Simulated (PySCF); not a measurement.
# Magnetic susceptibility: `O=C=PCC(F)(F)F`, C$_{3}$H$_{2}$F$_{3}$OP

Geometry:
| atom | x (Å) | y (Å) | z (Å) |
| --- | --- | --- | --- |
| O1 | 2.854 | 0.965 | 0.291 |
| C2 | 2.111 | 0.079 | 0.264 |
| P3 | 1.222 | -1.311 | 0.326 |
| C4 | -0.295 | -0.626 | -0.576 |
| C5 | -1.033 | 0.376 | 0.280 |
| F6 | -1.356 | -0.115 | 1.482 |
| F7 | -0.317 | 1.489 | 0.498 |
| F8 | -2.180 | 0.772 | -0.295 |
| H9 | -0.029 | -0.158 | -1.524 |
| H10 | -0.967 | -1.466 | -0.767 |

Level of theory: PySCF, GIAO HF/pcSseg-1 magnetisability, rotational g tensor and spin-rotation constants, non-relativistic, gas phase. Geometry: GFN2-xTB.

(1) What are the magnetisability and the molar susceptibility?

(2) Split it along the inertial axes a, b, c into diamagnetic and paramagnetic parts about the centre of mass, with the quadrupole moment.

(3) And the rotational g tensor?

## Answers

(1) Isotropic -1178 × 10⁻³⁰ J/T², or -70.9 × 10⁻⁶ cm³/mol; principal values -1292, -1134, -1107 × 10⁻³⁰ J/T², anisotropy 173 × 10⁻³⁰ J/T² (root of half the summed squared differences of the principal values). The susceptibility is in cgs units.

(2) 
```tsv
axis	χ (10⁻⁶ cm³/mol)	diamagnetic (10⁻⁶ cm³/mol)	paramagnetic (10⁻⁶ cm³/mol)	summed x² of all electrons (Å²)	quadrupole Θ (D Å)
a	-75.7	-456.7	381.0	196.0	-4.71
b	-69.1	-983.3	914.3	71.8	+0.55
c	-68.0	-1136.0	1068.1	35.8	+4.16
```
Anisotropies 2χaa − χbb − χcc = -14.4 and 2χbb − χaa − χcc = +5.6 × 10⁻⁶ cm³/mol. Θ is traceless in Buckingham's convention.

(3) 
```tsv
axis	rotational constant (GHz)	g	nuclear part	electronic part
a	2.9846	-0.0234	0.5108	-0.5342
b	1.1888	-0.0148	0.4958	-0.5106
c	1.0126	-0.0141	0.4940	-0.5081
```
Asymmetric top; isotopes 12C, 19F, 1H, 16O, 31P; no vibrational averaging.
